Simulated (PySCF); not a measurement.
## Finite-field polarisability of Mo (molybdenum, neutral)

[Kr] 4d5 5s1, high-spin 7S determinant. Computed with PySCF 2.14 in ANO-RCC-VTZP, with scalar relativity by spin-free X2C-1e. Frozen: [Kr]. Energy changes in a uniform field (μhartree):

```
axis  F (au)        HF       MP2      CCSD   CCSD(T)
   x  0.0014  -101.158   -82.958   -86.342   -85.838
   x  0.0028  -404.167  -331.786  -345.165  -343.155
```

Q: Derive α along x at CCSD(T) from the two fields.

A: With ΔE = −αF²/2 − γF⁴/24, α = −(16 ΔE(F) − ΔE(2F))/(6F²) = 87.61 bohr³.

Q: And the mean polarisability at each level?

A: HF 103.3, MP2 84.66, CCSD 88.12, CCSD(T) 87.61 bohr³. Reference: 87 ± 6 bohr³ (recommended; Schwerdtfeger and Nagle, table of static dipole polarizabilities (2023 update)).

The basis has no added diffuse functions, which lowers α.
